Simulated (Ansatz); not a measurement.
Computed with Ansatz on PBE0-D4/def2-TZVP structures; ΔE is electronic, products minus reactants. CCSD(T)/CBS is the MP2 limit (def2-TZVPP, def2-QZVPP) plus CCSD(T) − MP2 in def2-TZVPP, frozen cores. This one scheme is used for every species. DFT in def2-TZVPP. One conformer a species, not always the lowest.

Consider the cleavage of the B–Al bond: `[AlH2][BH]O[SiH3]` + CH₃SH → `CSBO[SiH3]` + `[AlH3]`.

```csv
level,ΔE (kJ/mol)
LDA (SPW92),-126.5
PBE-D4,-119.7
r2SCANh-D4,-128.0
r2SCAN0-D4,-127.5
B2PLYP,-121.6
PBE0,-116.9
CCSD(T)/def2-TZVPP,-120.7
MP2/def2-QZVPP,-131.8
```

Question: What does CCSD(T)/CBS give? (Best estimate.)

Answer: The calculation gave: -121.3 kJ/mol. The listed levels differ from it by -5.2, 1.6, -6.7, -6.2, -0.3, 4.4, 0.6, -10.5 kJ/mol.

Largest T1 diagnostic among the species: 0.013.

In def2-TZVPP, CCSD(T) changes the Hartree–Fock value by −4.8 kJ/mol (the triples alone add −3.2 kJ/mol) and MP2 by −15.7 kJ/mol. Leaving LDA and LC-ωPBE aside and taking each functional with its dispersion term where it has one, the values, not all of them listed here, spread over 20.2 kJ/mol, from B97M-V to PBE-D4. LDA lies −11.2 kJ/mol from PBE without D4.
